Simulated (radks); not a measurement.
Results of a calculation; reference values are marked as such.
Task: These are the eigenvalues of the occupied orbitals of an atom or ion with whole-number occupations (Ry). Level of theory: Dirac Kohn-Sham, PBE, spin-unpolarised, spherical densities, point nucleus (a radial shooting solver on a logarithmic mesh with Libxc functionals).

| orbital | eigenvalue |
|---|---|
| 1s1/2 | -2227.576 |
| 2s1/2 | -340.3020 |
| 2p1/2 | -318.4616 |
| 2p3/2 | -299.9540 |
| 3s1/2 | -68.04926 |
| 3p1/2 | -59.12644 |
| 3p3/2 | -55.70984 |
| 3d3/2 | -39.96471 |
| 3d5/2 | -39.25448 |
| 4s1/2 | -12.49380 |
| 4p1/2 | -9.46055 |
| 4p3/2 | -8.81852 |
| 4d3/2 | -3.99111 |
| 4d5/2 | -3.89478 |
| 5s1/2 | -1.99829 |
| 5p1/2 | -1.31802 |
| 5p3/2 | -1.24598 |
| 6p1/2 | -0.36879 |
| 6p3/2 | -0.35840 |

Which element is it, and in what charge state? The configuration may be excited. Open shells, if any, are shared by 2j + 1.

Result: Z = 51, antimony, charge +1: Sb+ in [Kr] 4d9 5s2 5p2 6p1. The list shows which subshells hold electrons but not how many an open one holds; the 1s level, -1113.8 hartree, gives Z - s = 47.2 by -(Z - s)^2/2, which with screening and relativity narrows Z to a few neighbours, and the depths of the outer levels then fix element, charge and occupations together.
